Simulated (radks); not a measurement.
Results of a calculation; reference values are marked as such.
Ionisation of Au, [Xe] 4f14 5d10 6s1, to Au+, [Xe] 4f14 5d10, under several functionals. Dirac Kohn-Sham, spin-unpolarised, spherical densities, finite nucleus; a radial shooting solver on a logarithmic mesh with Libxc functionals.

| functional | E(Au) (hartree) | Exc (hartree) | IE (eV) | -e(HOMO) (eV) | <r> HOMO (bohr) | IE error (eV) |
|---|---|---|---|---|---|---|
| HCTH/407 | -19054.6732 | -376.7209 | 9.411 | 5.772 | 2.902 | +0.185 |
| OLYP | -19050.4826 | -372.3657 | 9.082 | 5.431 | 2.910 | -0.143 |
| LDA (Slater exchange, Perdew-Zunger correlation) | -19033.2611 | -354.7993 | 9.783 | 6.101 | 2.838 | +0.558 |
| LDA (Slater exchange, Perdew-Wang correlation) | -19033.2538 | -354.7920 | 9.776 | 6.093 | 2.838 | +0.550 |
| revPBE | -19044.1823 | -365.8265 | 9.294 | 5.666 | 2.874 | +0.068 |

NIST Atomic Spectra Database: 9.226 eV (measured). Closest: revPBE. The Delta-SCF values span 0.70 eV, the total energies 21.42 hartree. The highest occupied level is 6s1/2. Spin polarisation and multiplet splitting are left out, so open shells lie too high by an amount that depends on their filling.

Beside tabulated values, note that spin-unpolarised runs miss the spin-polarisation part of the exchange energy of open shells.
